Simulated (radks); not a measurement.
The numbers below are computed, except where a source is named.
Question: Al, configuration [Ne] 3s2 6f1 (not the ground configuration). Level of theory: Dirac Kohn-Sham, LDA (Slater exchange, Perdew-Wang correlation), spin-unpolarised, spherical densities, point nucleus; open shells fill j = l - 1/2 first (a radial shooting solver on a logarithmic mesh with Libxc functionals).

Spin-orbit splittings of the eigenvalues, e(l+1/2) - e(l-1/2), with zeta = 2 splitting/(2l+1) and mean radii in bohr:

| shell | occ. | splitting (eV) | zeta (eV) | <r> j=l-1/2 | <r> j=l+1/2 |
|---|---|---|---|---|---|
| 2p | 6 | ? | ? | 0.6025 | 0.6047 |
| 6f | 1 | 6.315e-07 | 1.804e-07 | 44.43 | 44.43 |

Estimate the 2p splitting.

Answer: 0.4419 eV (zeta = 0.2946 eV).
